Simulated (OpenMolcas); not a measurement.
Fe3+: ligand-field states by method

Fe3+ with 6 ligands (fluoride) in octahedral coordination (Oh) at 1.96 Å. A charge of +0.5 e stands 3.2 Å behind each ligand. Ligand basis ANO-RCC-VTZP.

```
Program             : OpenMolcas
Basis               : ANO-RCC-VTZP [6s5p3d2f1g]
Scalar Hamiltonian  : DKH2, point nucleus
Active space        : 5 electrons in 5 orbitals (3d)
State averaging     : 2S+1 = 6 even, 1 root; 2S+1 = 4 even, 24 roots; 2S+1 = 2 even, 75 roots
Spin-orbit coupling : state interaction with AMFI integrals over the reference wave functions
```

I. CASSCF
II. SS-CASPT2, IPEA 0.25 Eh, imaginary shift 0.1 Eh (closed shells correlated: 3s 3p and the ligand valence shells)

Spin-free states (labels of O, the rotations of Oh) in cm-1, each column counted from its own energy of the first state listed:

```csv
State,Degeneracy,I,II
6A1,1,0,0
4T1,3,28272,20460
4T2,3,33307,24390
4A1,1,35109,28080
4E,2,35329,28000
2T2,3,38105,24790
4T2,3,41666,31260
4E,2,43681,33800
2A2,1,44297,31660
2T1,3,44300,32700
2T2,3,46098,34090
4T1,3,47012,41830
2E,2,47911,35770
2A1,1,49815,39670
2T2,3,52910,40960
2E,2,53574,40150
2T1,3,54578,39890
4A2,1,58123,45220
2T2,3,58169,44250
4T1,3,60250,49440
```

From I to II, I's first state of another spin (4T1) moves from 28272 to 20460 cm-1, by about -7800 cm-1.

I: A least-squares ligand-field fit to the states below 45000 cm-1, each weighted by its degeneracy and with a free common offset, gives 10Dq = 9841 cm-1, B = 1242 cm-1 and C = 4527 cm-1 (C/B = 3.64), with an rms deviation of 121 cm-1. The same method and metal basis give the free ion B = 1296 cm-1 (fit to its terms below 60000 cm-1, rms deviation 21 cm-1), so the nephelauxetic ratio is β = 1242 / 1296 = 0.96; it hangs on how both fits weigh the states, and computed free-ion B values tend to be too large, so β mixes covalency with correlation.

χT at 300 K: I 4.39, II 4.38 cm3 K/mol.

Roots that are degenerate in the reference are averaged as groups; the widest CASPT2 spread within a group is 140 cm-1 (the 2-fold group of multiplicity 2 near 67400 cm-1 above the lowest state of its run, II). Shifts and gaps below about the spread of the groups concerned are not significant. Over all roots computed the reference weight is 0.68 to 0.71 in II; a low but even weight reflects the number of correlated electrons. Ligand-to-metal charge-transfer states are missing. With no ligand orbital active B as a rule stays too high, so bands that hang on it stand too high and its fall with covalency is understated. Without dynamic correlation the repulsion within the d shell is too large (B by tens of per cent), so at a given field states of lower spin stand too high (holds for I). With metal d orbitals alone and no dynamic correlation the field as a rule comes out too small, by tens of per cent, by up to half for chloride and softer ligands (holds for I). These CASPT2 states fit no ligand-field parameters well, so their order and spin gaps are uncertain (holds for II). With one d shell and no ligand orbital active, 10Dq can be off by a tenth or more (holds for II). Free-ion shares, where given, are those of the reference states; single-state CASPT2 does not remix them (holds for II). No measured value stands beside these numbers; the geometry was imposed, not optimised, and the real ion may take another.
